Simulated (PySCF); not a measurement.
**From a log to its input**

A PySCF 2.14 run on the atoms I 0 0 0; Cl 0 0 2.737 (angstrom) printed this (some set-up lines and the per-cycle HOMO/LUMO lines with their warnings removed):

```
PySCF version 2.14.0

[INPUT] verbose = 4
[INPUT] num. atoms = 2
[INPUT] num. electrons = 15
[INPUT] charge = -1
[INPUT] spin (= nelec alpha-beta = 2S) = 1
[INPUT] symmetry False subgroup None
[INPUT] Mole.unit = angstrom

nuclear repulsion = 9.47376080930946
number of shells = 8
number of NR pGTOs = 36
number of NR cGTOs = 16
basis = sbkjc
ecp = {'I': 'sbkjc', 'Cl': 'sbkjc'}

******** <class 'pyscf.scf.uhf.UHF'> ********
method = UHF
initial guess = minao
damping factor = 0
level_shift factor = 0
DIIS = <class 'pyscf.scf.diis.CDIIS'>
diis_start_cycle = 1
diis_space = 8
diis_damp = 0
SCF conv_tol = 1e-09
SCF conv_tol_grad = None
SCF max_cycles = 50
direct_scf = True
direct_scf_tol = 1e-13
number electrons alpha = 8  beta = 7
Set gradient conv threshold to 3.16228e-05
init E= -24.8007336098492

cycle= 1 E= -25.9517986543265  delta_E= -1.15  |g|= 0.106  |ddm|= 2.14
cycle= 2 E= -25.9631911726398  delta_E= -0.0114  |g|= 0.0264  |ddm|= 0.252
cycle= 3 E= -25.9638954119894  delta_E= -0.000704  |g|= 0.00846  |ddm|= 0.0539
cycle= 4 E= -25.9641162280457  delta_E= -0.000221  |g|= 0.00512  |ddm|= 0.0283
cycle= 5 E= -25.9642130778329  delta_E= -9.68e-05  |g|= 0.00276  |ddm|= 0.0195
cycle= 6 E= -25.9642583766416  delta_E= -4.53e-05  |g|= 0.00111  |ddm|= 0.0171
cycle= 7 E= -25.9642646477696  delta_E= -6.27e-06  |g|= 0.000224  |ddm|= 0.00765
cycle= 8 E= -25.9642648565928  delta_E= -2.09e-07  |g|= 3.12e-05  |ddm|= 0.0015
cycle= 9 E= -25.9642648585852  delta_E= -1.99e-09  |g|= 4.18e-06  |ddm|= 0.000126
cycle= 10 E= -25.9642648586171  delta_E= -3.18e-11  |g|= 7.18e-07  |ddm|= 1.74e-05
Extra cycle  E= -25.9642648586179  delta_E= -8.31e-13  |g|= 2.68e-07  |ddm|= 2.27e-06
converged SCF energy = -25.9642648586179  <S^2> = 0.75472142  2S+1 = 2.0047159

******** <class 'pyscf.grad.uhf.Gradients'> for <class 'pyscf.scf.uhf.UHF'> ********
unit = Eh/Bohr
--------------- UHF gradients ---------------
         x                y                z
0 I    -0.0000000000    -0.0000000000     0.0295731649
1 Cl     0.0000000000     0.0000000000    -0.0295731649
----------------------------------------------

WARN: System has nonzero charge -1; the dipole moment is origin-dependent.
Location of origin: [0. 0. 0.]

Dipole moment(X, Y, Z, Debye): -0.00000,  0.00000, -7.28327
orbital energies (hartree): [array([-0.1772, -0.1772, -0.1392,  0.4939,  0.5217,  0.5217]), array([-0.1883, -0.1584, -0.1584,  0.1812,  0.5276,  0.5276])]
```

Question: Write the input that gave this log.

Answer: The input was:

```python
from pyscf import gto, scf

mol = gto.M(
    atom='I 0 0 0; Cl 0 0 2.737',
    basis='sbkjc',
    ecp={'I': 'sbkjc', 'Cl': 'sbkjc'},
    charge=-1,
    spin=1,
    verbose=4,
)
mf = scf.UHF(mol)
mf.kernel()
mf.nuc_grad_method().kernel()
mf.dip_moment()
print('orbital energies (hartree):', [e[max(0, n-3):n+3].round(4) for e, n in zip(mf.mo_energy, mol.nelec)])
```

The basis has no diffuse functions, which an anion needs. The bond length is a typed value, not an optimised one. The dipole of an ion depends on the origin. No search for the lowest solution was made.
